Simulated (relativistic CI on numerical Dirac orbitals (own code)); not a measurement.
# Transition arrays of Pd6+

Calculated at this level of theory: Dirac-Coulomb-Breit CI, separate exchange-only KLI orbitals for each configuration, a model potential for QED, valence Slater integrals scaled by 0.9, whole transition arrays (own radial code, finite nucleus).

Configurations in the expansion (outside the closed core [Ar] 3d10 4s2): 4p⁶4d⁴, 4p⁶4d³4f, 4p⁵4d⁵, 4p⁶4d³5p, 4p⁶4d³5f. Levels of other configurations are missing.

All E1 lines from the levels of 4p⁶4d⁴; mean and standard deviation are weighted by gf, and upper levels are sorted by their leading configuration.

```
Upper configuration  Lines     Σgf  Mean (eV)  Mean (nm)  σ (eV)  Strongest line (nm)
           4p⁶4d³4f   2776   119.5      52.42     23.651    4.37               20.833
             4p⁵4d⁵   2891   852.5      63.19     19.622    6.13               17.229
           4p⁶4d³5p   1718   118.9      37.71     32.880    1.42               32.882
           4p⁶4d³5f   3228  1152.0      71.72     17.287    2.82               17.011
```

Σgf per state of the lower configuration in bins of 0.5 nm over the central range (centre: value): 16.25: 0.12, 16.75: 2.53, 17.25: 2.54, 17.75: 0.24, 18.25: 0.30, 18.75: 0.42, 19.25: 0.67, 19.75: 0.95, 20.25: 0.64, 20.75: 0.49, 21.25: 0.14, 21.75: 0.09, 22.25: 0.15, 22.75: 0.12, 23.25: 0.10, 23.75: 0.14, 24.25: 0.15, 24.75: 0.10, 25.25: 0.09, 25.75: 0.07, 26.25: 0.03, 31.25: 0.04, 31.75: 0.04, 32.25: 0.13, 32.75: 0.12.

(1) How do configuration mixing and the scaling of the Slater integrals move the arrays?

Answers

(1) Slater scale 0.9, no configuration mixing: 4p⁶4d³4f 55.3 ± 2.3 eV (Σgf 964.0), 4p⁵4d⁵ 65.2 ± 5.1 eV (Σgf 852.2), 4p⁶4d³5p 37.7 ± 1.4 eV (Σgf 134.5), 4p⁶4d³5f 69.8 ± 1.6 eV (Σgf 67.0); Slater scale 1: 4p⁶4d³4f 54.2 ± 5.4 eV (Σgf 133.4), 4p⁵4d⁵ 65.8 ± 7.5 eV (Σgf 862.1), 4p⁶4d³5p 37.8 ± 1.6 eV (Σgf 117.8), 4p⁶4d³5f 72.2 ± 3.3 eV (Σgf 1172.7); Slater scale 0.8: 4p⁶4d³4f 52.2 ± 3.8 eV (Σgf 131.0), 4p⁵4d⁵ 60.8 ± 4.2 eV (Σgf 818.0), 4p⁶4d³5p 37.7 ± 1.3 eV (Σgf 120.0), 4p⁶4d³5f 71.1 ± 2.4 eV (Σgf 1130.9). With mixing, levels are counted to their leading configuration, so an array can shrink or vanish into another, and the sums then hold other lines.
